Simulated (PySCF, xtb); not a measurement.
C₃H₇NSi, SMILES NCC#C[SiH3].

xtb 6.7.1 with GFN2-xTB at its own geometry gives an orbital gap of 4.50 eV and a dipole moment of 0.83 D.

Coordinates come from a PBE0-D3(BJ)/def2-SVP optimisation. One conformer was computed; it need not be the lowest.

What does PBE0/def2-TZVP (PySCF) give? (An estimate is asked for; the answer gives what the named calculation found.)

gap 7.25 eV (levels -7.37 and -0.11 eV), dipole 0.38 D.
